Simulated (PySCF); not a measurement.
Predicted microwave data (PBE0/pcSseg-1 in PySCF (dipole) on a GFN2-xTB geometry, gas phase) for one isomer of C5H8NPSSi:

* Rotational constants: A = 2391, B = 548.1, C = 449.5 MHz
* Dipole components: |μa| = 1.12 D, |μb| = 1.41 D, |μc| = 0.01 D
* Inertial defect: -9.01 u·Å²
* κ: -0.90

Task: Which candidate fits, each taken in the one conformer that was computed?
A. `[CH3:1][S:2][c:3]1[n:4][cH:5][c:6]([SiH3:7])[cH:8][p:9]1` with C1–S2–C3–N4 0°
B. `[CH3:1][S:2][c:3]1[cH:4][cH:5][p:6][c:7]([SiH3:8])[n:9]1` with C1–S2–C3–C4 180°

Result: A. It is CSc1ncc([SiH3])cp1, an asymmetric top. The candidates at the same level (rigid rotor, commonest isotopes):

| SMILES | A (MHz) | B (MHz) | C (MHz) | μa (D) | μb (D) | μc (D) | Δ (u·Å²) | point group | rotor |
| --- | --- | --- | --- | --- | --- | --- | --- | --- | --- |
| CSc1ncc([SiH3])cp1 | 2391 | 548.1 | 449.5 | 1.12 | 1.41 | 0.01 | -9.01 | – | asymmetric top |
| CSc1ccpc([SiH3])n1 | 1436 | 768.1 | 505.0 | 0.94 | 0.08 | 0.00 | -8.99 | Cs | asymmetric top |

`CSc1ccpc([SiH3])n1` has B 40 % too high. No structure here is proved a minimum.
